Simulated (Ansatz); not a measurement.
Consider the isomerisation: `CC(N)N[SiH3]` → `C[Si](C)(N)N`.

Computed with Ansatz on PBE0-D4/def2-TZVP structures; ΔE is electronic, products minus reactants. CCSD(T)/CBS adds triple-zeta CCSD(T) − MP2 to the extrapolated MP2 energy (def2 sets, frozen cores). DFT in def2-TZVPP. One conformer a species, not always the lowest.

Problem. Is it downhill or uphill in electronic energy at CCSD(T)/CBS, and by how much? (Best estimate.)

Solution. Computed: Downhill: ΔE = -239.3 kJ/mol.

Problem. What do these levels give: PBE0-D4, B2PLYP, PBE0, SCS-MP2/def2-TZVPP, CCSD/def2-TZVPP, MP2/def2-QZVPP? (An estimate is asked.)

Solution. Ansatz gave: PBE0-D4 -232.3, B2PLYP -235.4, PBE0 -231.3, SCS-MP2/def2-TZVPP -231.0, CCSD/def2-TZVPP -232.0, MP2/def2-QZVPP -246.6 kJ/mol.

Largest T1 diagnostic among the species: 0.010.

In def2-TZVPP, CCSD(T) changes the Hartree–Fock value by −5.7 kJ/mol (the triples alone add +0.8 kJ/mol) and MP2 by −16.0 kJ/mol. From PBE to PBE0 (25 % exact exchange), in def2-TZVPP and without D4, ΔE moves by −5.0 kJ/mol.
